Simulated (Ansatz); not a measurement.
Cartesian coordinates in Å:
```
C 0.914 1.005 -0.332
C 0.482 -0.429 -0.638
Al -1.038 -1.114 0.387
O -1.815 -0.153 1.555
H 1.207 1.125 0.715
H 1.767 1.321 -0.940
H 0.107 1.720 -0.521
H 1.323 -1.119 -0.486
H 0.239 -0.533 -1.704
H -1.639 -2.566 0.208
H -1.547 0.742 1.756
```

Charge 0, multiplicity 1.

Task: List the CAM-B3LYP/def2-TZVPP orbital energies in eV (Ansatz 0.2.0). (An estimate is asked.)

Result: Computed: Occupied: -1525.89, -521.88, -278.64, -278.19, -113.97, -74.71, -74.53, -74.48, -28.53, -22.65, -18.72, -15.47, -13.86, -13.47, -12.07, -11.43, -11.21, -10.75, -10.66, -8.90. Lowest empty: 0.44, 0.96, 1.87, 2.74, 3.36, 3.62, 3.67, 4.16.
